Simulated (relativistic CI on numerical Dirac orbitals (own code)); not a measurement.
How well does a small relativistic CI reproduce Nd+?

Computed by Dirac-Coulomb-Breit CI, separate exchange-only KLI orbitals for each configuration, a model potential for QED, valence Slater integrals scaled by 0.85, P86 correlation energy added to each configuration (own radial code, finite nucleus).

CI space (outside the closed core [Xe]): 4f⁴6s, 4f⁴5d, 4f⁴6p, 4f³6s5d, 4f³6s², 4f²6s²5d, 4f⁴7s, 4f³7s². Levels of other configurations are missing.

```tsv
Configuration	Term (tabulated)	J	Measured (cm⁻¹)	Computed	Error	Purity (%)
4f⁴6s	6I	7/2	0.0	0	0	98
4f⁴6s	6I	9/2	513.3	627	113	87
4f⁴6s	6I	11/2	1470.1	1551	81	89
4f⁴6s	4I	9/2	1650.2	2241	591	86
4f⁴6s	6I	13/2	2585.5	2642	57	92
4f⁴6s	4I	11/2	3066.8	3711	644	89
4f⁴6s	6I	15/2	3801.9	3846	44	95
4f⁴5d	6L	11/2	4437.6	1345	-3092	97
4f⁴6s	4I	13/2	4512.5	5226	714	88
4f⁴6s	6I	17/2	5085.6	5126	41	96
4f⁴5d	6L	13/2	5487.7	2329	-3159	98
4f⁴6s	4I	15/2	5985.6	6758	772	93
4f⁴5d	6K	9/2	6005.3	3267	-2738	96
4f⁴5d	6L	15/2	6637.4	3419	-3218	98
4f⁴5d	6K	11/2	6931.8	4140	-2791	96
4f⁴5d	6I	7/2	7524.7	6169	-1356	95
4f⁴5d	6L	17/2	7868.9	4600	-3269	98
4f⁴5d	6K	13/2	7950.1	5111	-2839	92
4f⁴5d	6I	9/2	8420.3	6941	-1479	96
4f⁴5d	6G †	3/2	8716.4	7067	-1650	96
4f⁴5d	6G †	5/2	8796.4	7456	-1341	91
4f⁴5d	6K	15/2	9042.8	6182	-2861	96
4f⁴5d	6L	19/2	9166.2	5854	-3312	98
4f⁴5d	6G	7/2	9198.4	8031	-1167	80
4f⁴5d	6I	11/2	9357.9	7820	-1538	96
4f⁴5d	6H	5/2	9674.8	9423	-252	73
4f⁴5d	6K	17/2	10194.8	7319	-2875	95
4f⁴5d	6I	13/2	10337.1	8796	-1541	95
4f⁴5d	6L	21/2	10516.8	7165	-3352	97
4f⁴5d	6H	7/2	10666.8	10316	-351	81
4f⁴5d	6G	9/2	10883.2	8829	-2054	73
4f⁴5d	6I	15/2	11373.5	9852	-1522	94
4f⁴5d	6K	19/2	11392.2	8513	-2880	94
4f⁴5d	6H	9/2	11709.6	11263	-447	82
4f⁴5d	6G †	11/2	12021.3	9900	-2122	76
4f⁴5d	6G †	13/2	12334.2	11195	-1139	84
4f⁴5d	6I	17/2	12460.0	10964	-1496	92
4f⁴5d	6H	11/2	12887.1	12330	-558	73
4f⁴5d	6H	15/2	14482.0	14143	-339	94
```

Measured levels from NIST Handbook of Basic Atomic Spectroscopic Data (Sansonetti and Martin, J. Phys. Chem. Ref. Data 34, 1559 (2005)); pairs were made by configuration, J and term (by order where the table uses no LS term), so strongly mixed levels may be paired wrongly.

Mean error by configuration (cm⁻¹): 4f⁴6s 340; 4f⁴5d -2019. Over the excited levels the mean absolute error is 1575 cm⁻¹ (38 of the 44 excited levels that our extract of the source holds in range could be paired, and the others can miss by more), and the median relative error of those above 1,000 cm⁻¹ is 18 %. Some levels of the ground configuration have no partner. † marks terms whose computed intervals miss the measured ones by more than a factor of 2.5, or configurations far off the rest, from wrong mixing, a near crossing or a doubtful label or measurement; they are left out of the means.
